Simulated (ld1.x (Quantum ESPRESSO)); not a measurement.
# Scattering properties, TM potential for S (Z = 16)

| Item | Value |
| --- | --- |
| Element | S (Z = 16) |
| Generator | ld1.x (Quantum ESPRESSO) 7.5 |
| Type | norm-conserving Troullier–Martins (Kleinman–Bylander form) |
| Functional | Wu–Cohen |
| Relativity | non-relativistic |
| Frozen core | [Ne] |
| Valence charge | 6 |
| Reference configuration | 3s2 3p4 |
| Partial waves | 3s (bound): rc 1.15 bohr; 3p (bound): rc 1.45 bohr; 3d channel at 0.25 Ry: rc 1.20 bohr |
| Local potential | all-electron potential smoothed inside 0.85 bohr (lloc = -2) |
| Core correction | a·sin(br)/r model core, default radius (core density twice the valence density) |

The phase is arctan(r·u′/u) with u = r·R(r), unwrapped; energies in Ry, scanned from -3 to 5 Ry. A pole is an energy at which the radial function vanishes at the test radius. The pseudo phase is shifted by a multiple of π to meet the all-electron one at the reference energy, and phase errors are pseudo minus all-electron; the curves can meet again beyond the range given. Levels narrower than the energy grid can be missing from the lists of poles.

```
channel  radius (bohr)  reference energy (Ry)  poles, all-electron  poles, pseudo  unbroken range about the reference energy with phases within 0.05 rad  phase error 1 Ry above the reference energy (rad)
      s           1.60                  -1.26                 3.30           1.67                                                              below 1.0                                             -0.013
      p           1.60                  -0.51                 4.39           3.85                                                              below 4.9                                             -0.007
      d           1.60                   0.25                 4.93           4.95                                                        the whole range                                             +0.000
```

Phases in the s channel:

```tsv
E (Ry)	all-electron	pseudo
-3.00	0.852	0.841
-2.76	0.767	0.757
-2.52	0.660	0.650
-2.28	0.524	0.514
-2.04	0.350	0.343
-1.80	0.138	0.133
-1.56	-0.105	-0.106
-1.32	-0.352	-0.353
-1.08	-0.579	-0.579
-0.84	-0.767	-0.770
-0.60	-0.918	-0.924
-0.36	-1.036	-1.046
-0.12	-1.128	-1.144
0.12	-1.202	-1.223
0.36	-1.262	-1.289
0.60	-1.312	-1.346
0.84	-1.353	-1.396
1.08	-1.388	-1.443
1.32	-1.418	-1.491
1.56	-1.444	-1.542
1.80	-1.468	-1.608
2.04	-1.488	-1.713
2.28	-1.507	-1.967
2.52	-1.524	-3.148
2.76	-1.540	-4.191
3.00	-1.554	-4.415
3.24	-1.568	-4.506
3.48	-1.580	-4.558
3.72	-1.593	-4.594
3.96	-1.604	-4.620
4.20	-1.615	-4.642
4.44	-1.626	-4.660
4.68	-1.636	-4.676
4.92	-1.647	-4.690
```
